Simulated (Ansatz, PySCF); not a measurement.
AlF₂, SMILES [F][Al][F], multiplicity 2. Atoms are numbered in the order given.

```xyz
3

Al     0.0000     0.0000     0.5048
F      0.0000    -1.4260    -0.3315
F      0.0000     1.4260    -0.3315
```
Charge 0, spin multiplicity 2.

The structure is a stationary point at ωB97X-D3(BJ)/def2-TZVP. The multiplicity is an assumed one; other spin states were not compared. The isomer is the one that the SMILES or the coordinates give; other isomers of the formula were not compared.

Two levels are set side by side: PBE-D3(BJ)/def2-TZVP (Ansatz, a quantum-chemistry and plane-wave program) and ωB97X-D3(BJ)/def2-TZVP (PySCF). Each level has its own optimised geometry; the coordinates shown are those of the second. Frequencies come from the Hessian of PySCF at each geometry. Differences are taken from unrounded values.

```tsv
quantity	ωB97X-D3(BJ)	PBE-D3(BJ)	PBE-D3(BJ) minus ωB97X-D3(BJ)
mean bond length (Å)	1.653	1.667	0.013
bond Al1–F2 (Å)	1.653	1.667	0.013
bond Al1–F3 (Å)	1.653	1.667	0.013
highest harmonic wavenumber (cm⁻¹)	896	862	-34
mean harmonic wavenumber (cm⁻¹)	629	598	-30
zero-point energy (kcal/mol)	2.70	2.57	-0.13
```

Exact exchange shortens and stiffens bonds; PBE has none. Differences between two approximate levels are no errors against the true value.
